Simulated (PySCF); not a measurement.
Coordinates in bohr (charge 0 multiplicity 3):
```
Rh    0.0000    0.0000   -0.1251
O     0.0000    0.0000   -3.3125
F     0.0000    0.0000    3.4657
```

All numbers come from UPBE0/[Rh def2-TZVP with ECP28, O def2-TZVP, F def2-TZVP], scalar-relativistic core potentials, density fitting, no spin–orbit coupling, PySCF.

This geometry of RhOF is a stationary point at this level.

**Question.** What is the point group?

**Answer.** C∞v.

**Question.** Is it a minimum?

**Answer.** Yes: all harmonic wavenumbers are real.

**Question.** List the harmonic modes with their infrared intensities.

**Answer.** 
```json
{"symmetry": "π", "ω (cm⁻¹)": "128", "IR (km/mol, summed over degenerate members)": "42.5", "type": "bend"}
{"symmetry": "σ+", "ω (cm⁻¹)": "610", "IR (km/mol, summed over degenerate members)": "156", "type": "stretch"}
{"symmetry": "σ+", "ω (cm⁻¹)": "935", "IR (km/mol, summed over degenerate members)": "92.9", "type": "stretch"}
```

**Question.** Give the ideal-gas entropy at 298.15 K and 1 bar by parts.

**Answer.** translation 170.3, rotation 68.5, vibration 27.2, spin 9.1; total 275.2 J/(mol K).

**Question.** What is the atomisation energy, with and without zero-point energy?

**Answer.** 741 kJ/mol without, 730 kJ/mol with.

In C∞v the vibrations span π + 2σ+.

Only a few start shapes were tried, so a lower isomer may exist. With open d or f shells other occupations or spin states may lie lower. At this level a triplet minimum of Cs symmetry lies 3 kJ/mol below this structure.
